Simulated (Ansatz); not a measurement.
`C=NB[SeH]`. Total charge 0; spin multiplicity 1.

Cartesian coordinates in Å:
```
C -0.9636 -0.5439 1.4247
N -0.2065 -0.1024 0.5479
B 0.6131 0.3816 -0.4161
Se 0.2336 -0.0156 -2.2989
H -0.7931 -1.5201 1.8913
H -1.8340 0.0241 1.7704
H 1.5592 1.0443 -0.1210
H 1.3912 0.7319 -2.7983
```

Q: What are the harmonic wavenumbers in cm⁻¹ at PBE0-D4/def2-TZVP (Ansatz, finite differences of forces, unscaled)? (An estimate is asked.)

A: The calculation gave: 101, 140, 272, 390, 496, 633, 762, 815, 976, 1076, 1187, 1189, 1534, 1960, 2462, 2650, 3027, 3099.

Q: Is this a minimum?

A: Yes, all 18 modes are real.

Q: Give the ideal-gas thermochemistry at 298.15 K and 1 bar (rigid rotor, harmonic oscillator; point group Cs, symmetry number 1).

A: Zero-point energy 136.2 kJ/mol; H(298) − E = 153.5 kJ/mol; entropy 320.6 J/(mol·K), of which translation 168.5, rotation 107.7, vibration 44.3; G(298) − E = 57.9 kJ/mol.

Q: Rotational constants (cm⁻¹)?

A: 0.8253, 0.06351, 0.05971.
